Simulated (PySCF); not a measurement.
Electron correlation in As (arsenic, neutral)

[Ar] 3d10 4s2 4p3, high-spin 4S determinant. All numbers are calculated (PySCF 2.14, scalar relativity through the core potential, in aug-cc-pVDZ-PP with ECP10MDF). Frozen: 3s2 3p6 3d10; 5 electrons correlated.

MP2 pair energies summed by pair of shells (mhartree):

| pair | energy | share (%) |
| --- | --- | --- |
| 4s-4p | -36.11 | 63.5 |
| 4p-4p | -13.27 | 23.3 |
| 4s-4s | -7.49 | 13.2 |

Total MP2 correlation energy: -56.88 mhartree.

Same-spin part -15.98 and opposite-spin part -40.90 mhartree; SCS-MP2 scales them by 1/3 and 6/5 to -54.41 mhartree.

| level | correlation energy (mhartree) |
| --- | --- |
| CCSD | -71.83 |
| (T) | -1.10 |
| CCSD(T) | -72.93 |

Diagnostics: T1 = 0.0028, D1 = 0.0065, largest double amplitude 0.037.

Cost of the coupled-cluster step: 0.19 s of wall time on 1 thread of Neoverse-V1 (shared host), for 5 correlated electrons.

Iterations:

```
CC2 = 0
CCSD nocc = (np.int64(4), np.int64(1)), nmo = (23, 23)
frozen orbitals [[0, 1, 2, 3, 4, 5, 6, 7, 8], [0, 1, 2, 3, 4, 5, 6, 7, 8]]
max_cycle = 100
direct = 0
conv_tol = 1e-08
conv_tol_normt = 1e-06
diis_space = 8
diis_start_cycle = 0
Init t2, MP2 energy = -0.0568776464615139
Init E_corr(UCCSD) = -0.0568776464668619
cycle = 1  E_corr(UCCSD) = -0.0685441236348981  dE = -0.0116664772  norm(t1,t2) = 0.0407487
cycle = 2  E_corr(UCCSD) = -0.0709865794704788  dE = -0.00244245584  norm(t1,t2) = 0.0110176
cycle = 3  E_corr(UCCSD) = -0.07184918117608  dE = -0.000862601706  norm(t1,t2) = 0.0038172
cycle = 4  E_corr(UCCSD) = -0.0718299965515263  dE = 1.91846246e-05  norm(t1,t2) = 0.000606396
cycle = 5  E_corr(UCCSD) = -0.0718306509657374  dE = -6.54414211e-07  norm(t1,t2) = 8.45817e-05
cycle = 6  E_corr(UCCSD) = -0.0718301555018273  dE = 4.9546391e-07  norm(t1,t2) = 1.67918e-05
cycle = 7  E_corr(UCCSD) = -0.0718304994679165  dE = -3.43966089e-07  norm(t1,t2) = 4.35546e-06
cycle = 8  E_corr(UCCSD) = -0.0718303747297954  dE = 1.24738121e-07  norm(t1,t2) = 7.21937e-07
cycle = 9  E_corr(UCCSD) = -0.0718303832042611  dE = -8.4744657e-09  norm(t1,t2) = 1.71636e-07
UCCSD converged
E(UCCSD) = -331.2698756543968  E_corr = -0.07183038320426109
UCCSD(T) correction = -0.00110108790600428
```
